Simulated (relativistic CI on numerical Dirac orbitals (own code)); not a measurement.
Radial Dirac CI calculation of Tb²⁺.

Command:

```sh
python run_levels.py task.json out
```

Input:

```
atom Tb  Z=65  charge=2  electrons=63
nucleus A=159  rms_radius_fm=5.0600
hamiltonian dirac-coulomb  breit=off  qed=on  c_scale=1
orbitals kli  potential=per-configuration
slater_scale 1
correlation none
mixing on
grid step=0.0125 r_max=67.1
scf mixing=0.4 start=thomas-fermi max_iterations=150 tolerance=2e-08 node_fill=0.05
configurations
  [Xe] 4f9
end
```

Output:

```
SCF 1: [Xe] 4f9
 iter      energy (Ha)   residual   last orbital (Ha)
    1    -11667.064168   3.34e+00     -1.01778
    2    -11704.839130   1.99e+00     -3.11821
    3    -11710.348664   1.01e+00     -2.43597
    4    -11710.613055   9.37e-01     -2.38387
    5    -11711.798328   3.82e-01     -2.01442
    6    -11711.876754   2.77e-01     -1.92627
    7    -11711.914696   1.90e-01     -1.83526
    8    -11711.929965   1.35e-02     -1.69455
    9    -11711.916204   4.82e-02     -1.68758
   10    -11711.928952   2.23e-02     -1.68049
   11    -11711.932509   1.02e-02     -1.68219
   12    -11711.934860   8.40e-04     -1.68531
   13    -11711.934645   3.19e-04     -1.68494
   14    -11711.934676   1.44e-04     -1.68500
   15    -11711.934698   2.73e-05     -1.68504
   16    -11711.934703   4.59e-06     -1.68505
   17    -11711.934703   5.22e-08     -1.68505
   18    -11711.934703   4.98e-09     -1.68505
orbital energies (Ha): 4p3/2 -10.7705  4d3/2 -6.3699  4d5/2 -6.1453  5s -2.5650  5p1/2 -1.8462  5p3/2 -1.6850  4f5/2 -0.9628  4f7/2 -0.9339
configuration averages (Ha): Dirac-Coulomb, Breit, QED
  4f9                         -11711.934703    0.000000    7.342046
levels: no., configuration, term, J, E (cm-1), weight
   1 4f9                    6H*  15/2             0.0  0.95
   2 4f9                    6H*  13/2          2908.1  0.97
   3 4f9                    6H*  11/2          4965.2  0.96
   4 4f9                    6H*  9/2           6547.7  0.95
   5 4f9                    6H*  7/2           7767.8  0.94
   6 4f9                    6F*  11/2          8492.5  0.96
   7 4f9                    6H*  5/2           8674.7  0.94
   8 4f9                    6F*  9/2           9606.4  0.90
   9 4f9                    6F*  7/2          11208.5  0.93
  10 4f9                    6F*  5/2          12422.0  0.94
  11 4f9                    6F*  3/2          13151.6  0.93
  12 4f9                    6F*  1/2          13616.5  0.93
  13 4f9                    4F*  9/2          20786.7  0.67
  14 4f9                    4I*  15/2         21428.0  0.57
lowest total energy -11704.859708 Ha
end: converged
```

Against the reference input this run has: Breit term off, start potential thomas-fermi. The reference run ends at -11693.922104 Ha with Breit and QED terms.

With so few configurations and no correlation, terms lie too far apart (by 10 to 50 % or more near neutrality), their order can be wrong, and levels of other configurations are missing. Terms and fine structure of an open d or f shell near neutrality can be off by tens of per cent either way.
